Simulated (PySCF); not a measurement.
BBr2, SMILES Br[B]Br (connectivity only; charge and spin as stated), charge +1, multiplicity 1. Atoms are numbered in the order given.

```xyz
3

Br     0.0000     0.0000     1.7665
B      0.0000     0.0000     0.0000
Br     0.0000     0.0000    -1.7665
```
Charge +1, spin multiplicity 1.

Coordinates come from a B3LYP-D3(BJ)/def2-TZVP optimisation. The spin state was assumed, not searched. The isomer is the one that the SMILES or the coordinates give; other isomers of the formula were not compared.

Vertical ionisation energy (IE) and electron affinity (EA) in eV. Rows of orbital energies are one-electron estimates. Where ΔSCF, EOM or ADC give a negative EA the extra electron is unbound and the value depends on the basis.

```csv
level,IE,EA
"−ε(HOMO), −ε(LUMO), PBE0/def2-TZVPD (PySCF)",15.51,8.14
ADC(2)/aug-cc-pVDZ (PySCF),17.62,6.23
```

Problem. Beyond the first one, list the lowest photoelectron lines from ADC(2)/aug-cc-pVDZ run with PySCF with their pole strengths (two spins summed). (The exact figures need the calculation; the answer reports its results.)

Solution. 19.20 eV (1.81), 19.20 eV (1.81), 21.10 eV (1.80), 22.94 eV (1.77).
